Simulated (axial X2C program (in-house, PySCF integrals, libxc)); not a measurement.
Low determinants of MoTe⁺ at the PBE0 level, scalar-relativistic

Calculated with an in-house all-electron X2C program for linear molecules (integrals from PySCF). Spin-free means the one-electron spin-free X2C Hamiltonian. Basis: Te dyall-cv3z [11s12p8d4f1g], Mo dyall-cv3z [11s12p9d5f3g] (cores contracted in-house); Gaussian nuclei, density fitting, unrestricted open shells. Masses: Te 129.906 u, Mo 97.905 u.

Search at 2.490 Å (vertical energies from the lowest determinant):

| ΔE (eV) | state | electrons beyond evenly filled partner blocks | electrons in σ, π, δ, φ |
| --- | --- | --- | --- |
| 0.00 | M_S = 3/2, Λ = 0 | σα, δ+α, δ-α | 39 40 14 0 |
| 0.94 | M_S = 3/2, Λ = 1 | π+α, δ+α, δ-α | 38 41 14 0 |
| 1.39 | M_S = 5/2, Λ = 0 | σα, π+α, π+β, 2 × π-α, δ+α, δ-α | 39 40 14 0 |
| 1.39 | M_S = 5/2, Λ = 2 | σα, 2 × π+α, π+β, π-α, δ+α, δ-α | 39 40 14 0 |
| 1.85 | M_S = 3/2, Λ = 3 | σα, π+α, δ+α | 39 41 13 0 |
| 1.87 | M_S = 3/2, Λ = 1 | σα, π-α, δ+α | 39 41 13 0 |
| 1.96 | M_S = 7/2, Λ = 0 | σα, 2 × π+α, 2 × π-α, δ+α, δ-α | 39 40 14 0 |

Lowest determinant, M_S = 3/2, Λ = 0 (beyond evenly filled blocks: σα, δ+α, δ-α): Re = 2.494 Å, ωe = 224.4 cm⁻¹.

The determinant in row 2 of the search, M_S = 3/2, Λ = 1 (beyond evenly filled blocks: π+α, δ+α, δ-α), was followed along the bond at PBE0; measured from the minimum of the lowest determinant it gives:

Te = 0.941 eV (7589 cm⁻¹), Re = 2.513 Å, ωe = 229.8 cm⁻¹.

Task: Compare the bond of the determinant in row 2 with that of the lowest one.

Result: At PBE0 its Re is 0.019 Å longer and its force constant, which goes as ωe², is 1.05 times that of the lowest determinant. This determinant mixes spin states, so it has no term energy of its own.

The search compares states at one distance, so a state with another bond length can lie lower; it is not exhaustive and yields mostly the lowest determinant of each block pattern, so other components and higher states of one pattern are missing. These are energies of single determinants, not of spin-adapted states; PBE0 term energies can be off by some tenths of an eV, and the functional has no current term. Row 1 is spin-contaminated (⟨S²⟩ = 4.78 against 3.75), so its values are not those of a pure state. Row 2 is spin-contaminated (⟨S²⟩ = 4.38 against 3.75), so its values are not those of a pure state.
